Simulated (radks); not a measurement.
Results of a calculation; reference values are marked as such.
Sb23+, 28 electrons, occupied as [Ar] 3d10. Code: a radial shooting solver on a logarithmic mesh with Libxc functionals. Model: Dirac Kohn-Sham, BLYP, spin-unpolarised, spherical densities, finite nucleus; Fermi nuclear charge, rms radius 4.6802 fm.

Normalised radial functions P(r) = r R(r) (large component), r in bohr:

| r | 2p1/2 |
|---|---|
| 0.001905 | 0.0311 |
| 0.002384 | 0.0424 |
| 0.002982 | 0.0583 |
| 0.003731 | 0.0808 |
| 0.00463 | 0.1114 |
| 0.005793 | 0.1562 |
| 0.007247 | 0.2195 |
| 0.009067 | 0.3083 |
| 0.01134 | 0.4313 |
| 0.01408 | 0.5919 |
| 0.01761 | 0.8122 |
| 0.02204 | 1.0956 |
| 0.02757 | 1.4441 |
| 0.03421 | 1.8317 |
| 0.0428 | 2.2570 |
| 0.05355 | 2.6496 |
| 0.067 | 2.9275 |
| 0.08382 | 2.9996 |
| 0.104 | 2.8118 |
| 0.1301 | 2.3502 |
| 0.1628 | 1.7079 |
| 0.2037 | 1.0457 |
| 0.2528 | 0.5345 |
| 0.3163 | 0.2073 |
| 0.3957 | 0.0588 |
| 0.495 | 0.0113 |
| 0.6193 | 0.0014 |
| 0.7686 | 0.0001 |
| 0.9616 | 0.0000 |

2p1/2: eigenvalue -5016.4 eV, 0 radial nodes, <r> = 0.103 bohr, 90 % of the charge inside 0.169 bohr.
